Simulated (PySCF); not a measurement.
**Electronic structure of Eu³³⁺ (europium, charge +33) at the UHF level**

Configuration: [Ar] 3d10 4s2, closed-shell 1S. Calculation: PySCF 2.14, in an uncontracted even-tempered set (19 s from 3 bohr⁻², ratio 2.5; 13 p from 3.9 bohr⁻², ratio 2.5; 8 d from 6.9 bohr⁻², ratio 2.5; 4 f from 18 bohr⁻², ratio 2.7; 4 g from 28 bohr⁻², ratio 2.7); the spin-free X2C one-electron Hamiltonian (Gaussian nucleus).

```json
{
  "Total energy": "-10235.989868 hartree",
  "One-electron energy": "-12404.3609 hartree",
  "Hartree (Coulomb) energy": "2365.7004 hartree",
  "Exchange energy": "-197.3294 hartree",
  "⟨S²⟩": "0.0000",
  "⟨L²⟩": "0.000",
  "Sum of ⟨r⟩": "5.881 bohr",
  "Sum of ⟨r²⟩": "1.760 bohr²"
}
```

```tsv
shell	electrons	mean orbital energy (eV)	rms radius, mean of both spins (bohr)
1s	2	-50065.7	0.0254
2s	2	-9404.5	0.103
2p	6	-8526.1	0.0921
3s	2	-3047.9	0.261
3p	6	-2765.1	0.261
3d	10	-2393.9	0.238
4s	2	-1404.1	0.538
```

Spin-orbit coupling, which splits the p, d and f shells strongly at this Z, is absent.

Densities and radii are taken from the X2C orbitals without a picture-change correction, which distorts them close to the nucleus.

Spin-orbit constants ζ (cm⁻¹) from the X2C one-electron operator on these orbitals: bare nucleus, nucleus screened by l(l+1)(2l+1)/3 electrons, and screened by the Breit-Pauli mean field of the electrons.

```json
{"shell": "2p", "bare": "3380000", "screened nucleus": "3273000", "mean field": "3229000"}
{"shell": "3p", "bare": "721400", "screened nucleus": "698500", "mean field": "688400"}
{"shell": "3d", "bare": "113900", "screened nucleus": "95810", "mean field": "93400"}
```
